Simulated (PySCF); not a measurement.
Exact mass, isotope pattern and composition

Species: `[OH2]->[Hf](<-[OH2])([Br])([Br])([Br])[Br]` (trans-Hf(H2O)2Br4).

Calculated for natural abundance.

Molar mass and exact mass?

For Br4H4HfO2, with standard atomic weights, 1 × 178.490 + 2 × 15.999 + 4 × 1.008 + 4 × 79.904 = 534.136 g/mol. From the most abundant isotopes (180Hf, 16O, 1H, 79Br), 1 × 179.946550 + 2 × 15.994915 + 4 × 1.007825 + 4 × 78.918337 = 531.6410 u.

What cluster does the molecular ion M+• show when like nominal masses merge?

| nominal mass | m/z (centroid) | relative intensity |
| --- | --- | --- |
| 528 | 527.6350 | 1.9 |
| 529 | 528.6372 | 6.0 |
| 530 | 529.6357 | 15.6 |
| 531 | 530.6358 | 27.6 |
| 532 | 531.6358 | 55.2 |
| 533 | 532.6346 | 51.0 |
| 534 | 533.6354 | 100.0 |
| 535 | 534.6335 | 47.1 |
| 536 | 535.6347 | 98.1 |
| 537 | 536.6325 | 21.7 |
| 538 | 537.6336 | 49.7 |
| 539 | 538.6318 | 4.1 |
| 540 | 539.6324 | 10.3 |

Cut off at 0.1 %. One electron mass, 0.00055 u, is taken off. Abundances used (%; other tables differ somewhat): 174Hf 0.16, 176Hf 5.26, 177Hf 18.6, 178Hf 27.28, 179Hf 13.62, 180Hf 35.08; 16O 99.757, 17O 0.038, 18O 0.205; 1H 99.9885, 2H 0.0115; 79Br 50.69, 81Br 49.31.

Which m/z would the protonated, sodiated and deprotonated molecule have?

[M+H]+ 532.6483, [M+Na]+ 554.6302, [M−H]− 530.6338, for the monoisotopic species (arithmetic only; whether such ions form is another matter).

Protons, neutrons, electrons, and exact less nominal mass of the monoisotopic species?

232 protons, 300 neutrons and 232 electrons; 531.6410 − 532 = -0.3590 u.

What is the composition by mass?

Hf 33.42 %, O 5.99 %, H 0.75 %, Br 59.84 %.

What share of all molecules is the monoisotopic species?

0.3508 × 0.99757^2 × 0.999885^4 × 0.5069^4 = 2.30 %.
